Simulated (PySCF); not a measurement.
Assigning NMR signals

Mapped SMILES: `[CH3:1][CH:2]([CH3:3])[O:4][C@H:5]1[CH2:6][S:7][BH:8][S:9]1`. Hydrogens are named by the atom that carries them. Ha(C6) is cis to O4 on the ring; Hb(C6) is trans to O4 on the ring.

PySCF calculation with PBE0-D3(BJ)/def2-SVP geometry and σ from GIAO-B3LYP/pcSseg-1; no relativistic terms, one averaged value for each set of equivalent atoms, one conformer, isolated molecule.

Shifts are taken against calculated references (same method and geometry level): ¹³C (σref 179.24) and ¹H (σref 31.38) against TMS.

Task: Assign these signals to the numbered atoms. ¹³C{¹H} NMR (computed): δ 106.0, 81.0, 45.5, 25.7, 22.4.

Result: 
106.0 → C5, sp3 CH bonded to O and S: deshielded by the electronegative neighbour
81.0 → C2, sp3 CH bonded to O: pulled downfield by the heteroatom
45.5 → C6, sp3 CH2 bonded to S
25.7 → C3, methyl carbon: saturated and bonded to C and H only
22.4 → C1, methyl carbon

Task: Assign these signals to the numbered atoms. ¹H NMR (400 MHz, computed): δ 6.44 (br, 1H), 5.17 (m, 1H), 3.29 (m, 1H), 2.94 (m, 1H), 2.91 (m, 1H), 1.40 (d, 3H), 1.21 (d, 3H).

Result: 
6.44 → H(B8), hydrogen on a boron bonded to 2 S, in a 5-membered ring
5.17 → H(C5), hydrogen on an sp3 CH bonded to O and S: its carbon carries O, an electronegative neighbour
3.29 → H(C2), hydrogen on an sp3 CH bonded to O: its carbon carries O, an electronegative neighbour
2.94 → Ha(C6), hydrogen on an sp3 CH2 bonded to S
2.91 → Hb(C6), hydrogen on an sp3 CH2 bonded to S
1.40 → H(C1), hydrogen on a methyl carbon
1.21 → H(C3), hydrogen on a methyl carbon

Ha(C6) and Hb(C6) lie closer than the usual error of such a calculation, so a measured spectrum could show them in the other order.

Hydrogens on boron are broadened and split by ¹¹B (spin 3/2, 80 %) and 10B (spin 3). Shifts are as computed. Against solution values, carbons near 30 ppm lie about +2 ppm off and those near 130 ppm about +6 ppm. Of 1211 compounds with measured shifts, 218 miss one by over three times the rms of a fit or turn the order of signals round; such compounds aren't used in these exercises. Multiplicities follow the n + 1 count of equivalent neighbours, as no J values were calculated; m marks all less simple cases, F and P coupling included.
